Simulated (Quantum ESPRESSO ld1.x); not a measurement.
Charge is removed step by step from the 5s down level of Te, starting from [Kr] 4d10 5s(up 1, down 1) 5p4. All-electron calculation, non-relativistic Kohn-Sham, LDA (Slater exchange, VWN5 correlation), spin-polarised, spherical densities, point nucleus; open shells are filled with parallel spins first; relativity is left out, which matters for an element this heavy. Program: ld1.x of Quantum ESPRESSO 7.5.

| removed (e) | E - E(0) (eV) | eigenvalue (eV) | E minus straight line (eV) |
|---|---|---|---|
| 0 | 0.000 | -13.541 | 0.000 |
| 0.2 | 2.866 | -15.126 | -0.657 |
| 0.4 | 6.053 | -16.753 | -0.993 |
| 0.6 | 9.569 | -18.415 | -1.000 |
| 0.8 | 13.421 | -20.109 | -0.671 |
| 1 | 17.615 | -21.831 | 0.000 |

Removing the whole electron costs 17.615 eV by Delta-SCF, against 13.541 eV from minus the eigenvalue at the starting occupation. Integrating minus the eigenvalue over the occupation (Janak's theorem) gives 17.618 eV. The mean slope of the eigenvalue, de/dn, is 8.29 eV per electron.
